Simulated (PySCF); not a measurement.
# Bond length, frequency and bond energy of NiO⁻ by level of theory

State: ⁴Σ⁻ (quartet), unpaired electrons σ ↑, π ↑↑. Set-up: Ni def2-TZVPPD, O def2-TZVPPD; no relativity (PySCF 2.14). De refers to Ni (3d8 4s2) + O⁻ in their high-spin ground configurations, without counterpoise correction. The functionals are run spin-unrestricted. A positive dipole points towards O; it is taken about the centre of mass and depends on that origin. Levels whose curve was spin-contaminated or gave no clean fit are not listed.

```tsv
Level	Re (Å)	ωe (cm⁻¹)	De (eV)	μ (D)
PBE	1.678	765	n/a	-0.17
revPBE	1.688	749	n/a	-0.17
PW91	1.677	768	n/a	-0.23
r²SCAN	1.664	806	n/a	-0.55
B3LYP	1.674	790	n/a	-1.08
PBE0	1.661	818	n/a	-1.11
r²SCAN0	1.659	829	n/a	-1.60
MN15	1.647	852	n/a	-0.65
LC-ωPBE	1.641	883	n/a	-0.83
```

The bond length runs from 1.641 Å (LC-ωPBE) to 1.688 Å (revPBE).

De is left out where the level can put another filling of the metal’s s and d shells below the measured ground configuration, by anything from nothing to about 1 eV. The highest Kohn–Sham level is positive in this anion. Much of that is self-interaction error, but it also means that the finite basis helps to hold the extra electron. With d or f electrons several states lie close, and the lowest PBE0 determinant need not be the measured ground state.

The whole job (state search and all levels along the bond) took about 6.6 min on 2 threads of AMD EPYC 9R45 96-Core (shared host), peak memory 3.7 GiB.
